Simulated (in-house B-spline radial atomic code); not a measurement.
How numerical settings move a run on neutral caesium, [Xe] 6s1. Computed with an all-electron radial atomic-structure program (B-spline basis): scalar-relativistic (X2C) RPBE, spin-polarised, spherical fractional occupations, Fermi nucleus of rms radius 4.8041 fm.

Command:
```bash
python run_scf.py task.json out
```
Settings of the sound reference run:
```
Z                55
electrons        55
configuration    [Xe] 6s1
hamiltonian      x2c
method           rpbe,pbe
spin_polarised   True
nucleus          fermi
rms_radius       4.8041
mass_number      133
atomic_mass      132.9055
speed_of_light   137.036
knot_spacing     0.22
spline_order     8
gauss_points     12
box_radius       50
max_iterations   70
damping          0.5
damped_steps     3
diis_vectors     10
tolerance        1e-08
start            Thomas-Fermi
```

Run time, properties included: 0.51 s on 1 thread of Intel(R) Xeon(R) Platinum 8259CL CPU @ 2.50GHz, with other jobs on the host.

It converges in 12 iterations to -7786.147557 hartree, with 6s up at -2.22574 eV. The other runs change the listed settings, some to values that make no sense; their results aren't properties of the atom or ion. Radii are in bohr (the nuclear one in fm), a minus after a letter asks for a j subshell, and «unchanged» means within 1e-8 hartree. The run stops when the residual is below 10 × tolerance × max(1, Z/10), or a noise floor if that is larger, and the energy moves by less than 1e-8 × √|E| hartree; so very loose and very tight tolerances often act alike.

| changed settings | outcome |
| --- | --- |
| max_iterations = 12 | converged in 12 iterations, energy unchanged |
| damping = 0 | converged in 13 iterations, energy unchanged, 6s up level +1.1e-06 eV |
| damping = 0.8 | converged in 12 iterations, energy unchanged, 6s up level -2.8e-06 eV |
| hamiltonian = dirac, method = hf, spin_polarised = False, speed_of_light = 60.5151 | converged in 11 iterations to -9599.7269 hartree, a different physical problem |
| gauss_points = 16, box_radius = 7.5, max_iterations = 100 | converged in 11 iterations, energy +4.64e-02 hartree from the reference, 6s up level +1.7e+00 eV (the program warns: 6s up reaches the box edge; 5s up reaches the box edge) |
| damping = 0.95 | converged in 13 iterations, energy unchanged, 6s up level +8.6e-07 eV |
| gauss_points = 6 | converged in 12 iterations, energy +2.71e-08 hartree from the reference |
| max_iterations = 2 | not converged after 2 iterations, last residual 2.8e-01, last energy +3.13e+00 hartree from the reference |
| gauss_points = 3 | not converged after 70 iterations, last residual 8.6e+00, last energy +6.11e+02 hartree from the reference |
| box_radius = 2, first_knot = 0.0182, max_iterations = 3 | not converged after 3 iterations, last residual 1.6e-02, last energy +2.57e+01 hartree from the reference |
| damping = 0.2 | converged in 12 iterations, energy unchanged, 6s up level +3.2e-07 eV |
| electrons = 56, configuration = [Xe] 6s1 7s-1, max_iterations = 100 | stopped with error: j subshells need the Dirac Hamiltonian and l > 0 |
| max_iterations = 5 | not converged after 5 iterations, last residual 2.1e-03, last energy +2.14e-04 hartree from the reference |
| electrons = 56, configuration = [Xe] 6s1 3f1, max_iterations = 50 | stopped with error: there is no 3f shell |
| gauss_points = 4 | converged in 12 iterations, energy +1.74e-06 hartree from the reference, 6s up level -3.7e-07 eV |

Task: What happens with gauss_points = 16?

Result: Converged in 12 iterations, energy -1.70e-08 hartree from the reference.

Task: What happens with max_iterations = 3?

Result: Not converged after 3 iterations, last residual 2.6e-02, last energy +3.84e-02 hartree from the reference.

Task: What happens with gauss_points = 8?

Result: Converged in 12 iterations, energy -1.04e-08 hartree from the reference.

Task: What happens with max_iterations = 8?

Result: Not converged after 8 iterations, last residual 1.9e-04, last energy +2.94e-07 hartree from the reference.
